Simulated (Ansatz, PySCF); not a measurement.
The Ansatz (a quantum-chemistry and plane-wave program) input:
Ansatz 0.2 input:
```yaml
crystal:
  periodic: [false, false, false]
  atoms:
    - {symbol: C, position_ang: [2.56440000, -0.11540000, 0.11420000]}
    - {symbol: C, position_ang: [1.11170000, 0.17840000, -0.20530000]}
    - {symbol: S, position_ang: [0.05090000, -0.28100000, 1.21340000]}
    - {symbol: C, position_ang: [-1.54800000, 0.38980000, 0.64800000]}
    - {symbol: C, position_ang: [-2.16230000, -0.41070000, -0.48500000]}
    - {symbol: H, position_ang: [2.88150000, 0.44890000, 0.98760000]}
    - {symbol: H, position_ang: [3.19280000, 0.15800000, -0.73070000]}
    - {symbol: H, position_ang: [2.69680000, -1.17380000, 0.32360000]}
    - {symbol: H, position_ang: [0.95740000, 1.24240000, -0.39360000]}
    - {symbol: H, position_ang: [0.78340000, -0.39760000, -1.07100000]}
    - {symbol: H, position_ang: [-1.38760000, 1.43110000, 0.36450000]}
    - {symbol: H, position_ang: [-2.18300000, 0.35660000, 1.53280000]}
    - {symbol: H, position_ang: [-2.26390000, -1.45350000, -0.19480000]}
    - {symbol: H, position_ang: [-1.54650000, -0.35710000, -1.37980000]}
    - {symbol: H, position_ang: [-3.14760000, -0.01590000, -0.72410000]}
basis:
  gaussian:
    orbitals: STO-3G
magnetization: {spin_polarized: true, initial_magnetization: 2}
correlation: {method: ccsd_t, electrons: outside_noble_gas}
accuracy: high
```

Convert this to an input for PySCF.

One answer among several that fit: 
```python
from pyscf import gto, scf, cc

mol = gto.Mole()
mol.atom = '''
    C     2.56440000   -0.11540000    0.11420000
    C     1.11170000    0.17840000   -0.20530000
    S     0.05090000   -0.28100000    1.21340000
    C    -1.54800000    0.38980000    0.64800000
    C    -2.16230000   -0.41070000   -0.48500000
    H     2.88150000    0.44890000    0.98760000
    H     3.19280000    0.15800000   -0.73070000
    H     2.69680000   -1.17380000    0.32360000
    H     0.95740000    1.24240000   -0.39360000
    H     0.78340000   -0.39760000   -1.07100000
    H    -1.38760000    1.43110000    0.36450000
    H    -2.18300000    0.35660000    1.53280000
    H    -2.26390000   -1.45350000   -0.19480000
    H    -1.54650000   -0.35710000   -1.37980000
    H    -3.14760000   -0.01590000   -0.72410000
'''
mol.basis = 'sto-3g'
mol.spin = 2
mol.verbose = 4
mol.build()

mf = scf.UHF(mol)
mf.kernel()

mycc = cc.CCSD(mf, frozen=9)
mycc.kernel()
et = mycc.ccsd_t()
print('E(CCSD(T)) = %.10f' % (mycc.e_tot + et))
```

Both were run: Ansatz gave -548.669406 Eh and PySCF -548.669406 Eh, 0.000 mEh apart.
